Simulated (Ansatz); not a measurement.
Start from `CN(C)CO` and change one atom or group to get `C[N](C)[InH][SH]`.

Ansatz, PBE0-D4/def2-TZVP geometries, multiplicity 1. Each molecule was computed in one conformer, which needn't be the lowest.

Elements past krypton have def2 core potentials.

```json
{"property": "LUMO energy (ωB97M-V/def2-TZVPP) / eV", "`CN(C)CO`": "2.66"}
{"property": "HOMO energy (B3LYP/def2-TZVPP) / eV", "`CN(C)CO`": "-6.31"}
{"property": "HOMO–LUMO gap (PBE/def2-TZVPP) / eV", "`CN(C)CO`": "5.54"}
{"property": "HOMO–LUMO gap (ωB97M-V/def2-TZVPP) / eV", "`CN(C)CO`": "11.50"}
{"property": "LUMO energy (PBE/def2-TZVPP) / eV", "`CN(C)CO`": "0.39"}
{"property": "size of the dipole moment (ωB97M-V/def2-TZVPP) / D", "`CN(C)CO`": "1.55"}
```

(1) Give the same properties after the change, and the shifts. (Best estimate.)

## Answers

(1) The calculation gave: 
```json
{"property": "LUMO energy (ωB97M-V/def2-TZVPP) / eV", "`C[N](C)[InH][SH]`": "0.40", "shift": "-2.26"}
{"property": "HOMO energy (B3LYP/def2-TZVPP) / eV", "`C[N](C)[InH][SH]`": "-5.93", "shift": "0.38"}
{"property": "HOMO–LUMO gap (PBE/def2-TZVPP) / eV", "`C[N](C)[InH][SH]`": "3.30", "shift": "-2.24"}
{"property": "HOMO–LUMO gap (ωB97M-V/def2-TZVPP) / eV", "`C[N](C)[InH][SH]`": "8.77", "shift": "-2.73"}
{"property": "LUMO energy (PBE/def2-TZVPP) / eV", "`C[N](C)[InH][SH]`": "-1.64", "shift": "-2.03"}
{"property": "size of the dipole moment (ωB97M-V/def2-TZVPP) / D", "`C[N](C)[InH][SH]`": "1.70", "shift": "0.15"}
```

With PBE0 the HOMO rises by 0.38 eV and the LUMO falls by 2.19 eV, so the gap narrows by about 2.57 eV. PBE moves the HOMO by 0.21 eV and ωB97M-V by 0.47 eV. Dipoles are sizes alone; their direction can turn.

B3LYP here is the variant with VWN-RPA as its local correlation; programs differ in this.
